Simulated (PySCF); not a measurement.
## Fe³⁺: interval between two levels

Fe³⁺ [Ar] 3d5 [6S5/2, M_J = 5/2] → Fe³⁺ [Ar] 3d4 4p1 [6F11/2, M_J = 11/2], as a difference of total energies. Calculation: PySCF 2.14, in x2c-SVPall-2c with one added diffuse shell each of s, d type (6s5p4d1f, 48 functions); the two-component X2C-1e Hamiltonian. Correlated levels: [Ne] frozen; the 6 highest virtual spinors dropped. "Screened" scales the spin-orbit matrix elements by Boettger's factors to mimic the two-electron term; Breit and QED terms are absent.

| method | interval between two levels (cm⁻¹) |
| --- | --- |
| GHF (spin-free) | 204500 |
| GMP2 (spin-free) | 204970 |
| GHF (screened spin-orbit) | 205290 |
| GMP2 (screened spin-orbit) | 205760 |

The labels give the starting determinants; with spin-orbit coupling the two ends relaxed to ⟨J²⟩ = 8.75, ⟨L²⟩ = 0.00, ⟨S²⟩ = 8.75 and ⟨J²⟩ = 35.75, ⟨L²⟩ = 12.01, ⟨S²⟩ = 8.75.
